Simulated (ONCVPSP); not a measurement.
# Before and after: ONCV potential for cadmium (Cd)

```
Element                 : cadmium
Generator               : ONCVPSP 4.0.1
Type                    : optimised norm-conserving Vanderbilt (ONCV)
Functional              : revPBE
Relativity              : scalar-relativistic
Frozen core             : [Ar] 3d10 4s2
Valence charge          : 18
Reference configuration : 4p6 4d10 5s2
Partial waves           : 5s: rc 2.50 bohr, ncon 4, nbas 8, qcut 2.1 1/bohr, 2 projectors, debl 1.5 Ha; 4p: rc 1.25 bohr, ncon 4, nbas 7, qcut 12.6 1/bohr, 2 projectors, debl 2.4 Ha; 4d: rc 1.30 bohr, ncon 5, nbas 8, qcut 7.2 1/bohr, 2 projectors, debl 0.6 Ha
Local potential         : polynomial inside 0.80 bohr (lpopt 5, dvloc0 -1 Ha)
Core correction         : none
```

In the p channel the program set the typed energies aside and used -2.460, 0.250 Ha.

Change: s: qcut 3.2.

Cutoffs: the cutoffs (Ha) at which the residual kinetic energy of the hardest occupied pseudo-wave falls to 1 and 0.1 mHa per electron; they do not see the model core or the augmentation charge, which bear on the density cutoff. Errors are all-electron minus pseudo energies relative to the spin-unpolarised reference configuration.

Task: What does the change do?

Result: The potential gets neither clearly harder nor softer (90 Ha and 122 Ha → 90 Ha and 122 Ha); both files keep a bound ghost (d, s); of the 4 tests that both files solve, the error grows in 2 and shrinks in 2 by more than 15 % and 0.3 meV (median size 23.6 → 16.2 meV).

| quantity | base | changed |
| --- | --- | --- |
| cutoff, loose | 90 Ha | 90 Ha |
| cutoff, tight | 122 Ha | 122 Ha |
| loose cutoff by channel | s 15 Ha, p 48 Ha, d 90 Ha | s 4.2 Ha, p 48 Ha, d 90 Ha |
| bound ghosts | s, d | s, d |
| GHOST(+) flags under 300 eV | s at 45.7 eV | s at 44.9 eV |
| error for 4p6 4d10 5s1, meV [ΔE 9.15 eV] | -5.1 | -7.2 |
| error for 4p6 4d10 5s0, meV [ΔE 26.10 eV] | -32 | -37 |
| error for 4p6 4d9 5s0, meV [ΔE 64.03 eV] | -92 | +21 |
| error for 4p6 4d9 5s2 5p1, meV [ΔE 12.68 eV] | +15 | -12 |
| s: phases at 2.53 bohr within 0.05 rad from the reference energy up to (Ha; the scan ends near 5) | 1.6 | 1.6 |
| p: phases at 1.27 bohr within 0.05 rad from the reference energy up to (Ha; the scan ends near 5) | to the end of the scan | to the end of the scan |
| d: phases at 1.32 bohr within 0.05 rad from the reference energy up to (Ha; the scan ends near 5) | to the end of the scan | to the end of the scan |

 A true bound ghost makes a file unfit for plane-wave use even where its test errors are small: the radial tests pick states by their node count and pass the ghost by.
